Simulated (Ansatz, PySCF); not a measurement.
Spin states of C4O4W (SMILES [O+]#[C-]->[W](<-[C-]#[O+])(<-[C-]#[O+])<-[C-]#[O+]), each relaxed with B3LYP-D3(BJ)/def2-TZVP.
State 1 (charge 0, multiplicity 1):
```xyz
9

W     -0.837    -0.004    -0.130
O      1.594     1.332    -1.498
C      0.684     0.836    -0.990
O      1.145    -1.400     1.790
C      0.402    -0.881     1.076
O     -0.515    -2.476    -2.140
C     -0.670    -1.594    -1.428
O     -0.954     2.466     1.906
C     -0.953     1.586     1.175
```
State 2 (charge 0, multiplicity 3):
```xyz
9

W     -0.4701    -0.0095    -0.0815
O      1.4048     1.6958    -1.9703
C      0.6240     1.1238    -1.3529
O      0.8625    -1.7533     2.1931
C      0.2640    -1.1648     1.4098
O     -0.5531    -2.4665    -2.1281
C     -0.4931    -1.5899    -1.3939
O     -0.9781     2.4554     1.8930
C     -0.7662     1.5751     1.1920
```

Singlets are restricted, other states unrestricted; no spin–orbit coupling, no relativity up to Kr; see below for the cores. The largest T1 diagnostic is 0.024.

Correlated levels freeze the inner cores; with def2 sets outer-core shells near the valence are correlated too.

Programs: Ansatz (a program for electronic structure) with Gaussian orbitals; PySCF for the dispersion terms.  In def2 rows elements past Kr take small-core potentials, without spin–orbit coupling.

```
level                     energy of the multiplicity-3 state less that of the multiplicity-1 state (kcal/mol)
------------------------  -----------------------------------------------------------------------------------
BLYP/def2-TZVPP                                                                                         23.76
BLYP-D3(BJ)/def2-TZVPP                                                                                  24.76
B97M-V/def2-TZVPP                                                                                       23.52
B3LYP-D4/def2-TZVPP                                                                                     23.95
wB97M-V/def2-TZVPP                                                                                      23.75
B2PLYP/def2-TZVPP                                                                                       27.80
B2PLYP-D3(BJ)/def2-TZVPP                                                                                28.18
CCSD/def2-SVP                                                                                               ?
CCSD(T)/def2-SVP                                                                                        24.59
```

**Question.** Some entries are withheld; supply them.

**Answer.** 
- CCSD/def2-SVP, energy of the multiplicity-3 state less that of the multiplicity-1 state (kcal/mol): 21.50
